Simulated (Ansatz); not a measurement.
The same path of C₂H₁₀BNSi (15 atoms, charge 0, multiplicity 1) was run twice with different band settings. Lost on the way: B1–N5.

These are results of Ansatz, RKS B3LYP/def2-SVP, not measurements.

Relaxed end points:

```xyz
15
Properties=species:S:1:pos:R:3
B -0.317 1.321 0.846
Si 0.812 0.095 -0.341
C 1.924 -1.315 0.263
C -1.033 -0.455 -0.699
N -1.587 0.834 -0.133
H -0.232 2.534 0.868
H -0.507 0.810 1.938
H 1.399 0.613 -1.626
H 2.073 -2.083 -0.514
H 1.498 -1.799 1.157
H 2.918 -0.924 0.538
H -1.321 -1.267 -0.014
H -1.441 -0.681 -1.698
H -1.708 1.522 -0.880
H -2.499 0.743 0.325
```

```xyz
15
Properties=species:S:1:pos:R:3
B 0.700 1.805 0.819
Si 0.491 0.140 -0.064
C 1.801 -1.217 -0.066
C -1.191 -0.608 -0.535
N -2.292 0.334 -0.399
H 1.813 2.110 1.171
H -0.226 2.572 0.878
H 0.348 0.706 1.563
H 2.067 -1.472 -1.107
H 1.451 -2.141 0.420
H 2.716 -0.872 0.437
H -1.358 -1.472 0.135
H -1.054 -1.059 -1.549
H -2.122 1.187 -0.931
H -3.166 -0.064 -0.743
```

Common settings: movable images 7; climbing image yes; spring 5.0 eV/Å²; start path through a guess of the saddle point; force threshold 0.05 eV/Å; end points relaxed.

| run | optimiser | iteration limit | largest step |
| --- | --- | --- | --- |
| 1 | quadratic models (default) | 54 | default |
| 2 | fire | 60 | 0.5 Å |

**Question.** What does each run give, and how far can it be trusted?

**Answer.** Run 1: converged after 22 iterations, highest image 2.809 eV above the first end. Beside the main top the profile has a ripple of under 15 meV (maxima at images 3, 6), which may be a very shallow well or noise. Neighbouring images differ by up to 1.7 eV, so the band resolves the path poorly. A vibrational analysis at the climbing image gives one clearly imaginary mode, 1006i cm⁻¹: a first-order saddle point.
Run 2: not converged after 60 iterations, highest image 5.866 eV above the first end. The band didn't meet its force threshold, so its energies are provisional: the largest band force was still 2.27 eV/Å, and over the last iterations the top moved between 5.87 and 6.79 eV. Neighbouring images lie up to 2.3 Å apart, so the band is torn or far too coarse.
The orbitals stay closed-shell, which can raise the energy where a bond breaks towards radicals; this wasn't checked here.
